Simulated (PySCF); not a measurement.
B3LYP has the VWN-RPA correlation part, as in Gaussian. Excitations are Tamm–Dancoff values on a coarser integration grid. The basis has no diffuse functions, so Rydberg states are missing or too high.

Cartesian coordinates (Å):
```xyz
8

N     -1.6808     1.2441    -0.0467
C     -1.1667     0.0808    -0.1004
N      0.1515    -0.2676    -0.0469
Si     1.3938    -0.6257     0.8560
H     -0.9543     1.9508     0.0843
H     -1.8393    -0.7661    -0.2592
H      2.6889    -0.9092     0.2223
H      1.4067    -0.7071     2.3331
```
Charge 0, multiplicity 1.

### Question
What is the computed HOMO–LUMO gap, dipole moment, brightest of the four lowest singlets (TDA), HOMO, total energy, T1 excitation (TDA), LUMO and S1 excitation (TDA) (B3LYP-D3(BJ)/def2-TZVP (PySCF 2.14.0))?

### Answer

- HOMO–LUMO gap: 4.32 eV
- dipole moment: 4.93 D
- brightest of the four lowest singlets (TDA): 5.64 eV
- HOMO: -6.78 eV
- total energy: -439.5591 Ha
- T1 excitation (TDA): 2.88 eV
- LUMO: -2.46 eV
- S1 excitation (TDA): 3.14 eV
